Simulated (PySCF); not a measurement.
## Radial density of Bi³⁺ (bismuth, charge +3)

TPSS, [Xe] 4f14 5d10 6s2, closed-shell 1S. All numbers are calculated (PySCF 2.14, the spin-free X2C one-electron Hamiltonian (Gaussian nucleus), in aug-cc-pVQZ-DK3 (10s9p7d4f2g, 118 functions)).

| r (bohr) | 4πr²ρ (e/bohr) |
| --- | --- |
| 0.0127 | 114.8 |
| 0.0214 | 102.2 |
| 0.0359 | 141.0 |
| 0.0604 | 147.1 |
| 0.102 | 129.4 |
| 0.171 | 127.5 |
| 0.288 | 91.15 |
| 0.484 | 65.86 |
| 0.814 | 26.76 |
| 1.37 | 11.30 |
| 2.30 | 1.804 |
| 3.87 | 0.05681 |
| 6.51 | 4.600e-05 |

Densities and radii are taken from the X2C orbitals without a picture-change correction, which distorts them close to the nucleus.

Spin-orbit coupling, which splits the p, d and f shells strongly at this Z, is absent.
